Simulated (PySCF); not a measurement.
Radial density of Ga⁺ (gallium, charge +1)

UHF, [Ar] 3d9 4s2 5s1, high-spin 3D determinant (an excited configuration). All numbers are calculated (PySCF 2.14, scalar relativity through the core potential, in aug-cc-pVTZ-PP with one added diffuse shell each of s, d, f type with ECP10MDF (7s5p5d3f, 68 functions)). This is the valence pseudo-density: the core potential removes the inner electrons and smooths the orbitals near the nucleus.

```csv
r (bohr),4πr²ρ (e/bohr),4πr²(ρα − ρβ)
0.00147,1.044e-05,0.0000
0.00247,2.910e-05,0.0000
0.00415,7.903e-05,0.0000
0.00698,0.0002025,0.0000
0.0117,0.0004744,0.0000
0.0197,0.001051,0.0000
0.0332,0.002637,0.0001
0.0558,0.01570,0.0013
0.0939,0.1623,0.0167
0.158,1.342,0.1355
0.266,7.439,0.6011
0.447,23.28,1.2760
0.752,19.83,1.0543
1.26,4.713,0.3551
2.13,1.261,0.0277
3.58,0.2655,0.1233
6.02,0.2026,0.2014
10.1,0.01436,0.0144
17.0,2.176e-05,0.0000
```

Energies and moments cover only the electrons outside the core potential. The outer electron is Rydberg-like, and this basis confines it to a smaller radius and binds it less than a complete one would.
